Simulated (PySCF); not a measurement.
Molecule: SMILES c1pc(C2CC2)cs1, C6H7PS.

Geometry (Å), atoms numbered from 1 in this order:
```xyz
15

C     2.7906   -0.3870    0.5209
P     1.1769   -0.5712    1.0264
C     0.5258    0.0888   -0.5017
C    -0.9231    0.2197   -0.7355
C    -1.8197    0.5878    0.4164
C    -1.8595   -0.7957   -0.1383
C     1.4452    0.4632   -1.4268
S     3.1023    0.2651   -1.0329
H     3.6475   -0.6541    1.1135
H    -1.1762    0.6197   -1.7108
H    -2.6511    1.2494    0.2257
H    -1.3494    0.7341    1.3787
H    -1.4158   -1.5890    0.4468
H    -2.7187   -1.1007   -0.7162
H     1.2209    0.8779   -2.3936
```

Frames of a GFN2-xTB Langevin trajectory at 300 K; GIAO PBE0/pcSseg-1 shieldings in PySCF 2.14.0 with density-fitted response routines, gas phase, non-relativistic; equivalent atoms averaged within each frame.

Referencing at the same level of theory: 13C (σ = 186.93 ppm) and 1H (σ = 31.72 ppm) vs TMS; 31P (σ = 318.38 ppm) vs H3PO4; 33S (σ = 503.73 ppm) vs CS2. The references are static minima.

**Question.** How do the shifts (ppm) fluctuate along the trajectory?

**Answer.** 
```tsv
time (fs)	C1	C3	C7	C4	C5/C6	P2	S8	H9	H15	H10
optimised geometry	170.4	180.2	136.5	19.4	19.3	219.3	322	8.63	7.79	2.20
250	180.6	175.4	140.4	21.4	15.9	221.6	350	8.61	7.82	1.31
425	157.4	174.7	135.7	18.8	22.3	246.9	309	7.85	7.76	1.52
625	176.7	178.4	147.8	13.8	22.3	253.1	366	9.51	8.41	1.93
800	171.6	183.5	146.4	20.7	13.0	206.1	346	8.65	8.22	1.80
1000	188.1	175.2	150.1	20.7	20.5	245.2	404	9.32	8.26	2.47
mean of frames	174.9	177.4	144.1	19.1	18.8	234.6	355	8.79	8.10	1.81
standard deviation	11.5	3.7	5.9	3.1	4.2	19.9	34	0.66	0.29	0.44
```

5 frames give an uncertainty of the mean of about the standard deviation over 2.2 at best, since frames this close in time may not be independent; classical motion lacks zero-point vibration, and the reference would need the same averaging.
